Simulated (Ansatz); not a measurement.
A CCSD(T) single point on `OC(O)=[Se]`.

```yaml
crystal:
  periodic: [false, false, false]
  atoms:
    - {symbol: O, position_ang: [0.500453, 1.121199, -0.439713]}
    - {symbol: C, position_ang: [0.000623, -0.016412, -0.012749]}
    - {symbol: O, position_ang: [0.479173, -0.283901, 1.181284]}
    - {symbol: Se, position_ang: [-1.157084, -1.045974, -0.920380]}
    - {symbol: H, position_ang: [0.127757, 1.284396, -1.316308]}
    - {symbol: H, position_ang: [0.091278, -1.123508, 1.461566]}
basis:
  gaussian: {orbitals: def2-SVP}
correlation: {method: ccsd_t}
```

```sh
$ ansatz run in.yaml --threads 2 --pin off --events-out ev --progress --plain --max-ram 4352MiB
```

Output of Ansatz, abridged:

```
Functional definition: HF
818 factors; integrals over basis functions are off by at most 1.1e-3 eV
mean field evaluation 1: about -70424.2539 eV, gradient 3.7e1 eV
mean field evaluation 2: about -70424.3183 eV, gradient 3.7e1 eV
mean field evaluation 4: about -70427.2138 eV, gradient 3.1e0 eV
mean field evaluation 8: about -70427.2554 eV, gradient 3.1e-1 eV
mean field -70427.25592501 eV, -2588.1539179356 hartree, gradient 8.7e-7 eV, S^2 0.000000; 0 other end points of the search recorded, 0 dependent functions left out
12 core orbitals not correlated: weight in the atoms' cores, before any rotation towards them, 1.000 or more for the frozen orbitals, at most 0.000 for the correlated occupied ones
reference -70427.25592501 eV, -2588.1539179356 hartree; 17, 17 occupied and 55, 55 virtual orbitals, 818 factors
second order -19.83789741 eV of doubles, -0.00000000 eV of singles
cycle   1  -19.50058507 eV  change    3.4e-1 eV  update   1.1e-1
cycle   2  -20.00641597 eV  change   -5.1e-1 eV  update   3.4e-2
cycle   3  -20.13383294 eV  change   -1.3e-1 eV  update   2.0e-2
cycle   4  -20.11454953 eV  change    1.9e-2 eV  update   5.8e-3
cycle   5  -20.11300379 eV  change    1.5e-3 eV  update   2.9e-3
cycle   6  -20.11401559 eV  change   -1.0e-3 eV  update   9.4e-4
cycle   7  -20.11345491 eV  change    5.6e-4 eV  update   6.1e-4
cycle   8  -20.11356817 eV  change   -1.1e-4 eV  update   1.8e-4
cycle   9  -20.11371387 eV  change   -1.5e-4 eV  update   5.6e-5
cycle  10  -20.11371539 eV  change   -1.5e-6 eV  update   1.3e-5
perturbative correction -0.62185239 eV, -0.0228526539 hartree
Total energy: -70447.99149280 eV, -2588.9159359966 hartree
```

It took 4.3 s on 2 threads of an Arm Neoverse V1 on a shared host, with 0.34 GiB of host memory at the peak.

The correlation energy is -20.736 eV, 3.0 % of it from (T); the T1 diagnostic reads 0.0154.
